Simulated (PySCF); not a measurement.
Choosing a molecule for a target property.

Species are written as SMILES; each is one conformer at its optimised geometry, gas phase, non-relativistic unless stated. Electronic properties by PySCF.

Dipoles, sizes and rotational constants follow the conformer. The torsions of the flexible species, by atom-mapped SMILES:
- `[CH:1]#[C:2][SiH2:3]/[C:4](=[CH:5]\[S:6][CH3:7])[CH2:8][CH3:9]`: C2–Si3–C4–C5 166°, C4–C5–S6–C7 -178°, Si3–C4–C8–C9 -70°
- `[CH2:1]=[N:2][CH2:3][O:4][CH2:5][Si@@H:6]([CH3:7])[SiH3:8]`: C1–N2–C3–O4 12°, N2–C3–O4–C5 80°, C3–O4–C5–Si6 -179°, O4–C5–Si6–C7 61°

The conformers of `O=CO[Si@@H]1C[SiH2][SiH2][SiH2]1` and `CC(=S)[C@@H]1CC=C[SiH2]C1` aren't listed.

Question: Wanted: HOMO–LUMO gap above 7 eV (PBE0/pcSseg-1) and HOMO energy below -6.7 eV (PBE0/pcSseg-1), at GFN2-xTB geometries. Which candidate meets both?
A. `CC(=S)[C@@H]1CC=C[SiH2]C1`
B. `O=CO[Si@@H]1C[SiH2][SiH2][SiH2]1`
C. `C#C[SiH2]/C(CC)=C\SC`
D. `C[Si@H](COCN=C)[SiH3]`

Answer: B. Computed values:
```
                         species  HOMO–LUMO gap  HOMO energy
       CC(=S)[C@@H]1CC=C[SiH2]C1        4.32 eV     -6.21 eV
            C#C[SiH2]/C(CC)=C\SC        5.75 eV     -6.10 eV
           C[Si@H](COCN=C)[SiH3]        6.88 eV     -7.18 eV
O=CO[Si@@H]1C[SiH2][SiH2][SiH2]1        7.10 eV     -7.84 eV
```
